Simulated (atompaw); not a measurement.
## PBE PAW (atompaw) dataset for Ho (Z = 67), scalar-relativistic all-electron reference.

```
Element                 : holmium
Generator               : atompaw 4.2.0.5
Type                    : PAW
Functional              : PBE
Relativity              : scalar-relativistic
Frozen core             : [Kr] 4d10 4f10
Valence charge          : 11
Reference configuration : 5s2 5p6 5d1 6s1.5 6p0.5
Partial waves           : 5s (bound): rc 1.50 bohr; 6s (bound): rc 2.30 bohr; 5p (bound): rc 2.30 bohr; 6p (bound): rc 2.30 bohr; 5d (bound): rc 0.70 bohr; 5d channel at 0.3 Ry: rc 2.30 bohr
Local potential         : bessel scheme, radius 1.70 bohr
Core correction         : smooth core density matched at 1.75 bohr
Augmentation charge     : besselshape compensation charge, radius 2.15 bohr; PAW radius 2.30 bohr; waves and projectors: custom rrkj gramschmidtortho
```

All-electron outer shells of the reference configuration (PBE, scalar-relativistic, ld1.x):

| shell | level (eV) | outermost node (bohr) | outermost maximum (bohr) |
| --- | --- | --- | --- |
| 4d | -167.02 | 0.25 | 0.52 |
| 5s | -55.11 | 0.61 | 1.13 |
| 5p | -29.83 | 0.66 | 1.28 |
| 4f | -10.05 | – | 0.52 |
| 6s | -4.75 | 1.51 | 3.22 |
| 5d | -2.74 | 0.74 | 1.88 |
| 6p | -1.65 | 1.83 | 4.41 |

(1) Does this generation succeed?

Results:

(1) No. atompaw 4.2.0.5 stopped with "atompaw: The overlap operator has at least one negative eigenvalue!": the overlap operator built from these waves and projectors is not positive definite. The 5d radius of 0.70 bohr lies inside the outermost node of the all-electron wave at 0.74 bohr.
